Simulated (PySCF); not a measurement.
PySCF was given this input:
```python
from pyscf import gto, scf, dft

mol = gto.Mole()
mol.atom = '''
    C    -0.680179   -1.053782   -1.443179
    Si   -0.023733    0.006114    0.018352
    C     0.173425    1.696101   -0.835958
    C    -1.257302   -0.384575    1.487580
    C     1.763649   -0.161693    0.914153
    H    -1.640178   -0.767786   -1.853870
    H    -0.740213   -2.132257   -1.139578
    H     0.035100   -1.000672   -2.291122
    H     0.518353    2.478889   -0.123826
    H    -0.721045    2.036821   -1.376166
    H     0.977195    1.705272   -1.622254
    H    -2.177954   -0.286552    1.090141
    H    -1.204288   -1.492635    1.692888
    H    -1.059063    0.153810    2.272632
    H     1.677007   -1.144834    1.364241
    H     2.457742   -0.075625    0.151533
    H     1.782051    0.498784    1.728996
'''
mol.basis = 'sto-3g'
mol.charge = 1
mol.spin = 1
mol.verbose = 4
mol.build()

mf = dft.UKS(mol)
mf.xc = 'pbe0'
mf.kernel()
g = mf.nuc_grad_method()
grad = g.kernel()
```

Problem. Predict the HOMO energy from PBE0/STO-3G, gradient (PySCF).

Solution. -12.71 eV

Problem. What Mulliken (on the basis functions themselves) charges in atom order does PBE0/STO-3G, gradient give?

Solution. C1 -0.37, Si2 0.83, C3 -0.36, C4 -0.40, C5 -0.34, H6 0.13, H7 0.12, H8 0.12, H9 0.13, H10 0.14, H11 0.12, H12 0.15, H13 0.13, H14 0.15, H15 0.14, H16 0.15, H17 0.15

Problem. Predict the nuclear repulsion energy from PBE0/STO-3G, gradient.

Solution. 241.4706 Eh

Problem. Give the number of basis functions at the level PBE0/STO-3G, gradient.

Solution. 41

These values belong to the state on which the SCF converged, which isn't shown to be the lowest.
